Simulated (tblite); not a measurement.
C8H15P.
Structure used (GFN2-xTB), in Å, numbered top down from 1:
```xyz
24
C8H15P angstrom
C      2.8252   -1.3025    0.3877
C      2.2444    0.0675    0.0983
P      0.5668    0.1324   -0.2375
C      0.1346    1.9147   -0.3986
C     -1.3552    2.2172   -0.4527
C     -0.3650   -0.5162    1.1652
C     -1.4900   -1.1330    0.8317
C     -1.8319   -1.2311   -0.6260
C     -0.6164   -0.7797   -1.4319
H      3.0572   -1.8897   -0.5044
H      3.7542   -1.1774    0.9449
H      2.1337   -1.8800    1.0024
H      2.8102    0.6268   -0.6503
H      0.6401    2.2934   -1.2909
H      0.5982    2.3893    0.4704
H     -1.8061    1.8241   -1.3609
H     -1.5153    3.2942   -0.4369
H     -1.8653    1.7826    0.4049
H     -0.0029   -0.3730    2.1708
H     -2.1796   -1.5607    1.5461
H     -2.7010   -0.5972   -0.8246
H     -2.1186   -2.2561   -0.8749
H     -0.8747   -0.1777   -2.3027
H     -0.0544   -1.6481   -1.7891
```

Computed values, GFN2-xTB/tblite, gas phase, harmonic and unscaled. The method is semi-empirical: single wavenumbers can be off by several per cent or more. One conformer, not necessarily the lowest.

Harmonic wavenumbers (cm⁻¹): 57.0, 92.2, 108.2, 129.3, 159.8, 176.4, 200.8, 223.6, 272.9, 289.0, 320.4, 381.6, 449.7, 591.5, 630.0, 678.8, 707.0, 717.4, 741.9, 751.4, 800.7, 879.2, 889.1, 928.8, 949.2, 970.9, 1001.6, 1015.8, 1037.6, 1040.3, 1075.8, 1092.5, 1102.7, 1110.6, 1151.4, 1208.2, 1220.8, 1248.5, 1266.5, 1279.6, 1296.0, 1405.6, 1406.4, 1433.5, 1443.7, 1469.0, 1495.4, 1499.0, 1503.1, 1515.0, 1655.2, 2919.9, 2932.7, 2937.2, 2942.8, 2947.0, 2952.9, 2964.2, 2983.4, 2990.8, 2998.2, 3017.7, 3027.4, 3037.4, 3060.5, 3087.1.

A = 1757, B = 1227, C = 920.6 MHz; mass 142.091 u (most abundant isotopes); point group C1, symmetry number 1.

What is the zero-point energy?

Half the sum of the wavenumbers: 44935 cm⁻¹ = 128.47 kcal/mol.

What is S at 500 K and 1 bar for an ideal gas of classical rigid rotors and harmonic oscillators?

Translation 43.36, rotation 31.01, vibration 58.63: S = 133.0 cal/(mol K).

And Cp and H(500 K) − H(0)?

Cp = 68.55 cal/(mol K), of which vibrations give 60.60 (their classical limit is 66 R = 131.2); H(500 K) − H(0) = 19.37 kcal/mol without the zero-point energy, 15.40 from vibrations.

Which modes carry the vibrational entropy at 500 K?

57.0 cm⁻¹: 5.58; 92.2 cm⁻¹: 4.63; 108.2 cm⁻¹: 4.31; 129.3 cm⁻¹: 3.96; 159.8 cm⁻¹: 3.55; 176.4 cm⁻¹: 3.36 cal/(mol K); the other 60 give 33.23 together.

How do the functions run with temperature in this model?

```tsv
T (K)	S (cal/(mol K))	Cp (cal/(mol K))	H − H(0) (kcal/mol)	G − H(0) (kcal/mol)	ln q(vib)
50	58.7	13.5	0.49	-2.44	0.38
100	70.6	21.2	1.37	-5.69	1.63
298.15	104.0	44.7	7.84	-23.17	7.74
373.15	115.1	54.3	11.55	-31.38	10.06
750	164.9	88.7	39.22	-84.46	21.62
1000	192.4	102.1	63.17	-129.21	28.82
```

q(vib) and H(0) count from the zero-point level.

Hindered rotation and anharmonicity are outside this model. Other conformers, if any are populated, would add a mixing term that is left out. The structure is chiral; the term R ln 2 for an equal mix with its mirror image is left out.
